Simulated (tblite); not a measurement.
C7H10OSi.
Numbering: `[CH:1]#[C:2][C:3]1=[CH:4][C@@H:5]([CH3:6])[Si@H:7]([OH:8])[CH2:9]1` (hydrogens: H10 on C1; H11 on C4; H12 on C5; H13, H14, H15 on C6; H16 on Si7; H17 on O8; H18, H19 on C9)

Computed with GFN2-xTB (tblite), gas phase: L-BFGS steps from a force-field or distance-geometry start until the largest atomic force falls under 0.01 eV/Å.

At the end of the run (lengths in Å): C5–Si7 1.918, Si7–H16 1.454, Si7–O8 1.631, C4–C5 1.500, C6–H15 1.088, C5–C6 1.530, C4–H11 1.081, O8–Si7–C9 115.4°, C5–Si7–O8 115.0°, C4–C5–C6 110.2°, C2–C3–C9 118.0°, C2–C3–C4–C5 180°, C3–C4–C5–C6 -120°, C4–C5–Si7–O8 117°, H16–Si7–C9–C3 125°, H12–C5–C4–C3 123°.

Problem. These geometries were met on the way; a selection of coordinates is given. Order them by energy above the end point, lowest first.
A. C5–Si7 1.905, Si7–H16 1.447, Si7–O8 1.629, C4–C5 1.499, C6–H15 1.087, C5–C6 1.523, C4–H11 1.079, O8–Si7–C9 112.8°, C5–Si7–O8 113.3°, C4–C5–C6 111.8°, C2–C3–C9 119.8°, C2–C3–C4–C5 180°, C3–C4–C5–C6 -121°, C4–C5–Si7–O8 114°, H16–Si7–C9–C3 121°, H12–C5–C4–C3 121°
B. C5–Si7 1.971, Si7–H16 1.483, Si7–O8 1.658, C4–C5 1.518, C6–H15 1.105, C5–C6 1.524, C4–H11 1.094, O8–Si7–C9 113.5°, C5–Si7–O8 112.3°, C4–C5–C6 112.5°, C2–C3–C9 120.0°, C2–C3–C4–C5 180°, C3–C4–C5–C6 -120°, C4–C5–Si7–O8 114°, H16–Si7–C9–C3 118°, H12–C5–C4–C3 116°
C. C5–Si7 1.919, Si7–H16 1.453, Si7–O8 1.631, C4–C5 1.499, C6–H15 1.088, C5–C6 1.528, C4–H11 1.084, O8–Si7–C9 114.1°, C5–Si7–O8 113.2°, C4–C5–C6 110.8°, C2–C3–C9 118.6°, C2–C3–C4–C5 180°, C3–C4–C5–C6 -121°, C4–C5–Si7–O8 116°, H16–Si7–C9–C3 125°, H12–C5–C4–C3 122°
D. C5–Si7 1.906, Si7–H16 1.463, Si7–O8 1.637, C4–C5 1.506, C6–H15 1.086, C5–C6 1.545, C4–H11 1.085, O8–Si7–C9 112.7°, C5–Si7–O8 113.2°, C4–C5–C6 111.1°, C2–C3–C9 119.8°, C2–C3–C4–C5 180°, C3–C4–C5–C6 -122°, C4–C5–Si7–O8 113°, H16–Si7–C9–C3 119°, H12–C5–C4–C3 120°
E. C5–Si7 1.911, Si7–H16 1.454, Si7–O8 1.631, C4–C5 1.496, C6–H15 1.087, C5–C6 1.531, C4–H11 1.078, O8–Si7–C9 113.6°, C5–Si7–O8 113.3°, C4–C5–C6 111.4°, C2–C3–C9 118.7°, C2–C3–C4–C5 180°, C3–C4–C5–C6 -121°, C4–C5–Si7–O8 115°, H16–Si7–C9–C3 124°, H12–C5–C4–C3 121°

Solution. C (0.010 eV), E (0.019 eV), A (0.038 eV), D (0.072 eV), B (0.175 eV).

```csv
step,E above end (eV),"rms distance from the end, all atoms (Å)",largest force (eV/Å),rms shift of all bonds from the end (Å)
13,0.010,0.042,0.104,0.001
9,0.019,0.052,0.158,0.003
6,0.038,0.064,0.254,0.005
3,0.072,0.074,0.490,0.007
0,0.175,0.083,1.459,0.017
```

Rows stand in the order of the answer.
